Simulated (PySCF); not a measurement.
# How methods differ on the ionisation energy of Ta⁶¹⁺

Ta⁶¹⁺ [Ne] 3s2 → Ta⁶²⁺ [Ne] 3s1 [3s1/2^1, M_J = 1/2], as a difference of total energies. All numbers are calculated (PySCF 2.14, the two-component X2C-1e Hamiltonian, in an even-tempered Gaussian basis (18 s from 19 bohr⁻², ratio 2.4; 14 p from 25 bohr⁻², ratio 2.4; 4 d from 82 bohr⁻², ratio 2.6; 4 f from 120 bohr⁻², ratio 2.6)). Correlated levels: 1s2 frozen; the 54 highest virtual spinors dropped. "Screened" scales the spin-orbit matrix elements by Boettger's factors to mimic the two-electron term; Breit and QED terms are absent.

| method | ionisation energy (eV) |
| --- | --- |
| GHF (spin-free) | 6774.9 |
| GMP2 (spin-free) | 6778.2 |
| GHF (screened spin-orbit) | 6774.2 |
| GMP2 (screened spin-orbit) | 6778.1 |

Question: How much does correlation contribute at GMP2 (screened spin-orbit)?

Answer: 6778.1 − (6774.2) = 3.9 eV, measured against GHF (screened spin-orbit).

Breit and QED terms and the two-electron picture change are absent.

For comparison: 6769 ± 12 eV (theoretical estimate listed by NIST; NIST Atomic Spectra Database, ionization energies).
